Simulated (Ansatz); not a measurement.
SiH3(NHEt) (C₂H₉NSi). The state is a triplet with charge 0. Geometry PBE-D4/def2-SVP, that of the neutral singlet; atoms count from 1.

```xyz
13

Si   -1.6523    0.2166    1.0158
H    -2.0229   -0.0318    2.4525
H    -1.6820    1.7162    0.7926
H    -2.6811   -0.3732    0.0866
N    -0.1315   -0.5930    0.7383
C     0.5113   -0.7051   -0.5649
C     1.4005    0.4817   -0.9537
H     0.5297   -0.6071    1.5200
H     1.1111   -1.6436   -0.6015
H    -0.2869   -0.8361   -1.3291
H     0.8186    1.4260   -0.9841
H     1.8624    0.3306   -1.9518
H     2.2231    0.6187   -0.2206
```

At PBE0-D4/def2-TZVP a singlet of charge 0 lies 5.40 eV below the triplet at the same geometry.

Q: Estimate the Mulliken populations from the PBE0/def2-TZVP orbitals of Ansatz.

A: 
```json
{"atom": "Si1", "charge (e)": "-0.38", "spin (α − β)": "0.77"}
{"atom": "H2", "charge (e)": "0.01", "spin (α − β)": "-0.01"}
{"atom": "H3", "charge (e)": "0.04", "spin (α − β)": "0.09"}
{"atom": "H4", "charge (e)": "0.01", "spin (α − β)": "0.00"}
{"atom": "N5", "charge (e)": "0.27", "spin (α − β)": "0.55"}
{"atom": "C6", "charge (e)": "-0.05", "spin (α − β)": "-0.10"}
{"atom": "C7", "charge (e)": "-0.30", "spin (α − β)": "-0.01"}
{"atom": "H8", "charge (e)": "-0.14", "spin (α − β)": "0.44"}
{"atom": "H9", "charge (e)": "0.10", "spin (α − β)": "0.10"}
{"atom": "H10", "charge (e)": "0.10", "spin (α − β)": "0.06"}
{"atom": "H11", "charge (e)": "0.12", "spin (α − β)": "0.04"}
{"atom": "H12", "charge (e)": "0.13", "spin (α − β)": "0.03"}
{"atom": "H13", "charge (e)": "0.10", "spin (α − β)": "0.05"}
```
Mulliken values depend strongly on the basis.

Q: Where does the spin sit?

A: Summed by element: Si 0.77, H 0.79, N 0.55, C -0.10, of 2 unpaired in all. Largest on single atoms: Si1 0.77, N5 0.55, H8 0.44.

Q: And the Mayer bond orders between heavy atoms (over 0.3)?

A: Si1–N5 0.32 (1.75 Å); N5–C6 1.03 (1.46 Å); C6–C7 0.99 (1.53 Å).
